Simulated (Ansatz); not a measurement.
Computed with Ansatz on PBE0-D4/def2-TZVP structures; ΔE is electronic, products minus reactants. CCSD(T)/CBS adds triple-zeta CCSD(T) − MP2 to the extrapolated MP2 energy (def2 sets, frozen cores). This one scheme is used for every species. def2 core potentials past Kr. For Sn outer-core shells are correlated without core-valence functions, which leaves a few kJ/mol of doubt a bond. One conformer a species, not always the lowest.

`C[O][Sn][CH3]` + HCl → `C[O][Sn][Cl]` + CH₄  (ligand exchange at the Sn–C bond)

```tsv
species	CCSD(T)/CBS(def2) energy (Eh)
`C[O][Sn][CH3]`	-368.91992
HCl	-460.38127
`C[O][Sn][Cl]`	-788.90874
CH₄	-40.46206
```

Q: Work out ΔE.

A: ΔE = (-788.90874) + (-40.46206) − (-368.91992) − (-460.38127) = -0.06961 Eh = -43.7 kcal/mol.

Largest T1 diagnostic among the species: 0.017.

Leaving LDA and LC-ωPBE aside and taking each functional with its dispersion term where it has one, the values, not all of them listed here, spread over 3.0 kcal/mol, from B97M-V to revPBE-D4. LDA lies +1.8 kcal/mol from PBE without D4. In def2-TZVPP, CCSD(T) changes the Hartree–Fock value by +5.5 kcal/mol (the triples alone add +0.2 kcal/mol) and MP2 by +3.9 kcal/mol.
